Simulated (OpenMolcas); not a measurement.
## Co7+, Rh7+, Ir7+: d2 down the group

```
Program             : OpenMolcas
Method              : CASSCF
Basis               : ANO-R3
Scalar Hamiltonian  : X2C, finite nucleus
Spin-orbit coupling : RASSI with atomic mean-field integrals over the reference wave functions, term energies averaged over their components
```

Active space for each ion: 2 electrons in 5 orbitals (d).

Computed levels in cm-1 above 3F2:

```csv
Level,Co7+,Rh7+,Ir7+
3F3,1387,3301,11979
3F4,3112,6914,21320
3P0,26913,18661,19764
3P1,27427,20114,27114
3P2,28632,23779,40452
1G4,35854,27138,37955
1S0,86037,61731,71173
weight of 3F in the lowest level (%),100,98,89
```

Mixed levels, with the weight of the term that names them: Rh7+ 3P2 (70 %), Ir7+ 3P2 (55 %).

Measured, with the error of the calculation in %. Measured levels: Co7+ from Sugar and Corliss, J. Phys. Chem. Ref. Data 10, 1097 (1981); Ir7+ from van het Hof, Joshi, Wyart and Sugar, J. Res. Natl. Inst. Stand. Technol. 100, 687 (1995).

| Level | Co7+ | Ir7+ |
| --- | --- | --- |
| 3F3 | 1430 (-3.0) | 12672 (-5.5) |
| 3F4 | 3144 (-1.0) | 21615 (-1.4) |
| 3P0 | 22304 (+20.7) | 17254 (+14.5) |
| 3P1 | 22839 (+20.1) | 25221 (+7.5) |
| 3P2 | 24055 (+19.0) | 38878 (+4.0) |
| 1G4 | 32360 (+10.8) | 36253 (+4.7) |
| 1S0 | 74247 (+15.9) | 65022 (+9.5) |

The fine-structure level 3F4 changes by a factor of 6.85 from Co7+ to Ir7+.

Without spin-orbit coupling 3P lies 26039, 16813, 15136 cm-1 above 3F in that order; the difference to the level 3P0, of either sign, comes from spin-orbit coupling, which also lowers the zero.

Without dynamic correlation excited terms often stand tens of per cent too high (terms of higher spin than the ground term too low), and those without a measured partner can miss by more than the paired ones. Measured partners are found by configuration, term and J. A level has none where our copy of the source lacks it or the pairing is in doubt (some pairs that miss far off the trend of their configuration count as doubtful), and it then counts in no deviation. Levels of configurations outside the active space are missing.
